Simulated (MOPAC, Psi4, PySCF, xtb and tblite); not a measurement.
Torsional profile of H₈Ge₂Si, SMILES [GeH3][SiH2][GeH3]. Scanned: dihedral H4–Ge1–Si2–Ge3; all other coordinates were relaxed at GFN2-xTB. GFN2-xTB can order the conformers of Si and Ge chains otherwise than DFT does. Heavy atoms are numbered in the order of the SMILES [GeH3][SiH2][GeH3], hydrogens after them in the order of the atoms that carry them; the mirror image has the same energies with the sign of each dihedral reversed.

- RMP2/6-31G* = restricted MP2 (frozen core)/6-31G*, spherical d // GFN2-xTB (PySCF 2.14.0)
- PM3, restricted, heats of formation // GFN2-xTB (MOPAC)
- GFN2-xTB (xtb and tblite)
- MP2/cc-pVTZ = DF-MP2 (frozen core)/cc-pVTZ // GFN2-xTB run with Psi4

Energies relative to the lowest point of each profile, in kcal/mol; the last columns give the difference from MP2:

| φ / ° | RMP2/6-31G* | PM3 | GFN2-xTB | MP2/cc-pVTZ | RMP2/6-31G* − MP2/cc-pVTZ | PM3 − MP2/cc-pVTZ | GFN2-xTB − MP2/cc-pVTZ |
|---|---|---|---|---|---|---|---|
| 0 | 0.73 | 0.35 | 0.05 | 0.80 | -0.06 | -0.45 | -0.74 |
| 10 | 0.69 | 0.32 | 0.05 | 0.75 | -0.06 | -0.42 | -0.70 |
| 20 | 0.58 | 0.27 | 0.04 | 0.62 | -0.05 | -0.35 | -0.59 |
| 30 | 0.38 | 0.18 | 0.02 | 0.41 | -0.03 | -0.24 | -0.39 |
| 40 | 0.19 | 0.09 | 0.01 | 0.21 | -0.01 | -0.12 | -0.20 |
| 50 | 0.05 | 0.02 | 0.00 | 0.06 | 0.00 | -0.03 | -0.06 |
| 60 | 0.00 | 0.00 | 0.00 | 0.00 | 0.00 | 0.00 | 0.00 |
| 70 | 0.04 | 0.02 | 0.01 | 0.05 | 0.00 | -0.03 | -0.04 |
| 80 | 0.17 | 0.08 | 0.02 | 0.18 | -0.01 | -0.10 | -0.16 |
| 90 | 0.34 | 0.16 | 0.03 | 0.37 | -0.03 | -0.21 | -0.34 |
| 100 | 0.54 | 0.25 | 0.05 | 0.58 | -0.05 | -0.33 | -0.54 |
| 110 | 0.66 | 0.31 | 0.05 | 0.73 | -0.06 | -0.42 | -0.67 |

RMP2/6-31G* is furthest from MP2/cc-pVTZ at 0 (-0.06 kcal/mol, below); its mean absolute difference over the points is 0.03 kcal/mol.

PM3 is furthest from MP2/cc-pVTZ at 0 (-0.45 kcal/mol, below); its mean absolute difference over the points is 0.23 kcal/mol.

GFN2-xTB is furthest from MP2/cc-pVTZ at 0 (-0.74 kcal/mol, below); its mean absolute difference over the points is 0.37 kcal/mol.
